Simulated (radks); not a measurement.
Results of a calculation; reference values are marked as such.
All-electron atom: Ag3+ in [Ar] 3d10 4s2 4p5 4d9 (not the ground configuration). Code: a radial shooting solver on a logarithmic mesh with Libxc functionals. Model: Dirac Kohn-Sham, PBEsol, spin-unpolarised, spherical densities, finite nucleus; open shells are shared between the two j in proportion to 2j + 1; Fermi nuclear charge, rms radius 4.5454 fm.

Unscreened Slater integrals over Kohn-Sham orbitals (hartree). Large and small components are both included. Empty in this configuration: 5s1/2.

\begin{tabular}{lr}
integral & value \\ \hline
F0(4d5/2,4d5/2) & 0.72925 \\
F2(4d5/2,4d5/2) & 0.36632 \\
F4(4d5/2,4d5/2) & 0.24065 \\
F0(4d5/2,4d3/2) & 0.73307 \\
F2(4d5/2,4d3/2) & 0.36818 \\
G2(4d5/2,4d3/2) & 0.36797 \\
G4(4d5/2,4d3/2) & 0.24177 \\
F0(4d5/2,4p3/2) & 0.80403 \\
F2(4d5/2,4p3/2) & 0.40116 \\
G1(4d5/2,4p3/2) & 0.50723 \\
G3(4d5/2,4p3/2) & 0.31116 \\
F0(4d5/2,4p1/2) & 0.81308 \\
G3(4d5/2,4p1/2) & 0.30887 \\
F0(4d5/2,5s1/2) & 0.46789 \\
G2(4d5/2,5s1/2) & 0.077153 \\
F0(4d3/2,4d3/2) & 0.73697 \\
F2(4d3/2,4d3/2) & 0.37014 \\
F0(4d3/2,4p3/2) & 0.80920 \\
F2(4d3/2,4p3/2) & 0.40484 \\
G1(4d3/2,4p3/2) & 0.51284 \\
G3(4d3/2,4p3/2) & 0.31474 \\
F0(4d3/2,4p1/2) & 0.81846 \\
G1(4d3/2,4p1/2) & 0.51069 \\
F0(4d3/2,5s1/2) & 0.46873 \\
G2(4d3/2,5s1/2) & 0.075126 \\
F0(4p3/2,4p3/2) & 0.90674 \\
F2(4p3/2,4p3/2) & 0.47560 \\
F0(4p3/2,4p1/2) & 0.91999 \\
G2(4p3/2,4p1/2) & 0.48105 \\
F0(4p3/2,5s1/2) & 0.48338 \\
G1(4p3/2,5s1/2) & 0.036624 \\
F0(4p1/2,4p1/2) & 0.93401 \\
F0(4p1/2,5s1/2) & 0.48513 \\
G1(4p1/2,5s1/2) & 0.034970 \\
F0(5s1/2,5s1/2) & 0.38936 \\
\end{tabular}
